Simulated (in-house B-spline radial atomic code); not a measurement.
## O⁴⁺: [He] 2s1 2p1 (an excited or competing configuration)

Method: non-relativistic HSE06, spin-polarised, spherical fractional occupations, exact exchange averaged over the configuration, point nucleus. Calculated with an all-electron radial atomic-structure program (B-spline basis).

Screening seen three ways: the hydrogenic charge with the same mean radius, Z_r = [3n² - l(l+1)]/(2<r>), the one with the same energy, Z_e = n√(-2ε), and Slater's rules. Values are occupation-weighted means over spin.

| shell | electrons | ε (eV) | <r> (bohr) | Z_r | Z_e | Slater |
| --- | --- | --- | --- | --- | --- | --- |
| 1s | 2 | -628.77 | 0.1986 | 7.55 | 6.80 | 7.70 |
| 2s | 1 | -106.92 | 0.9278 | 6.47 | 5.61 | 5.95 |
| 2p | 1 | -93.762 | 0.8507 | 5.88 | 5.25 | 5.95 |

The least bound orbital is 2p up at -93.76 eV, while the most diffuse is 2s up (<r> = 0.9278 bohr against 0.8507 bohr): energy order and size order differ.
